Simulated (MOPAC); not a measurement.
MOPAC input (MNDO):

```
MNDO PRECISE GNORM=0.05 LET XYZ GEO-OK AUX(PRECISION=9) THREADS=1
C3H6O2

C    -1.93431100 1    0.08716700 1    0.35535200 1
C    -0.75443500 1    0.35236600 1   -0.56730200 1
C     0.56497100 1   -0.08049900 1    0.01824500 1
O     0.73112100 1   -0.58792300 1    1.09620000 1
O     1.59147200 1    0.17115400 1   -0.83087300 1
H    -1.81802000 1    0.61626200 1    1.30089200 1
H    -2.02155800 1   -0.97488500 1    0.58326700 1
H    -2.86220500 1    0.41703100 1   -0.11285900 1
H    -0.86969000 1   -0.16159100 1   -1.52561500 1
H    -0.66814700 1    1.41396300 1   -0.81502300 1
H     2.40152800 1   -0.13083200 1   -0.39105200 1
```

From the output:

```
                                                       MOPAC v23.2.5 Linux

          FINAL HEAT OF FORMATION =       -105.71135 KCAL/MOL =    -442.29627 KJ/MOL

          COSMO AREA              =        111.55 SQUARE ANGSTROMS
          COSMO VOLUME            =         95.75 CUBIC ANGSTROMS

          GRADIENT NORM           =          0.02030          =       0.00612 PER ATOM
          IONIZATION POTENTIAL    =         11.516277 EV
          HOMO LUMO ENERGIES (EV) =        -11.516  0.879
          NO. OF FILLED LEVELS    =         15
          MOLECULAR WEIGHT        =         74.0792         POINT GROUP:  Cs

          MOLECULAR DIMENSIONS (Angstroms)

            Atom       Atom       Distance
            H    11    H     8     5.42122
            H     6    H     9     2.85513
            H    10    H     7     2.79020

          SCF CALCULATIONS        =         35

   ATOM   CHEMICAL          X               Y               Z
  NUMBER   SYMBOL      (ANGSTROMS)     (ANGSTROMS)     (ANGSTROMS)

     1       C         -1.98600031  *   0.09880327  *   0.34422200  *
     2       C         -0.77212857  *   0.34891489  *  -0.55534832  *
     3       C          0.57890899  *  -0.08258544  *   0.01892431  *
     4       O          0.80810282  *  -0.60379654  *   1.10971776  *
     5       O          1.62760378  *   0.15837359  *  -0.81216844  *
     6       H         -1.91064189  *   0.64827227  *   1.30364719  *
     7       H         -2.11878480  *  -0.97778861  *   0.57091140  *
     8       H         -2.90499243  *   0.44844169  *  -0.17064759  *
     9       H         -0.92475518  *  -0.18329467  *  -1.52304412  *
    10       H         -0.71767044  *   1.43683311  *  -0.79295153  *
    11       H          2.47948364  *  -0.09940549  *  -0.48187456  *

                             CARTESIAN COORDINATES

   1    C       -1.986000310     0.098803269     0.344222004
   2    C       -0.772128572     0.348914887    -0.555348321
   3    C        0.578908993    -0.082585439     0.018924312
   4    O        0.808102824    -0.603796537     1.109717758
   5    O        1.627603782     0.158373589    -0.812168438
   6    H       -1.910641891     0.648272271     1.303647192
   7    H       -2.118784798    -0.977788605     0.570911397
   8    H       -2.904992433     0.448441692    -0.170647593
   9    H       -0.924755178    -0.183294665    -1.523044122
  10    H       -0.717670443     1.436833115    -0.792951532
  11    H        2.479483640    -0.099405487    -0.481874561

           Empirical Formula: C3 H6 O2  =    11 atoms

      MOLECULAR POINT GROUP   :   Cs

                  EIGENVALUES
 -45.12395 -39.49991 -35.80596 -26.93461 -21.81339 -18.60759 -16.89952 -16.40255
 -14.86664 -14.57919 -14.00633 -13.42919 -13.11205 -12.18765 -11.51628   0.87948
   2.66528   3.26015   3.60762   3.94039   4.23450   4.47021   5.00417   5.45391
   5.91199   7.40891

              NET ATOMIC CHARGES AND DIPOLE CONTRIBUTIONS

  ATOM NO.   TYPE          CHARGE      No. of ELECS.   s-Pop       p-Pop
    1          C           0.028889        3.9711     1.21975     2.75136
    2          C           0.002827        3.9972     1.21307     2.78410
    3          C           0.335898        3.6641     1.23435     2.42975
    4          O          -0.365469        6.3655     1.88991     4.47556
    5          O          -0.307015        6.3070     1.80678     4.50023
    6          H           0.009869        0.9901     0.99013
    7          H           0.009884        0.9901     0.99012
    8          H          -0.000518        1.0005     1.00052
    9          H           0.034809        0.9652     0.96519
   10          H           0.034805        0.9652     0.96519
   11          H           0.216020        0.7840     0.78398
 DIPOLE           X         Y         Z       TOTAL
 POINT-CHG.    -1.057     0.801    -1.477     1.985
 HYBRID         0.514    -0.106     0.090     0.532
 SUM           -0.543     0.695    -1.387     1.644

          ATOMIC ORBITAL ELECTRON POPULATIONS

     Atom    s        px        py        pz
    1  C   1.21975   0.90032   0.93386   0.91718
    2  C   1.21307   0.88226   0.95099   0.95086
    3  C   1.23435   0.86544   0.75745   0.80685
    4  O   1.88991   1.86355   1.36408   1.24793
    5  O   1.80678   1.14735   1.80587   1.54700
    6  H   0.99013
    7  H   0.99012
    8  H   1.00052
    9  H   0.96519
   10  H   0.96519
   11  H   0.78398

 **********************
 *                    *
 * JOB ENDED NORMALLY *
 *                    *
 **********************

 == MOPAC DONE ==
```

The geometry given is a B3LYP-D3(BJ)/def2-TZVP minimum.
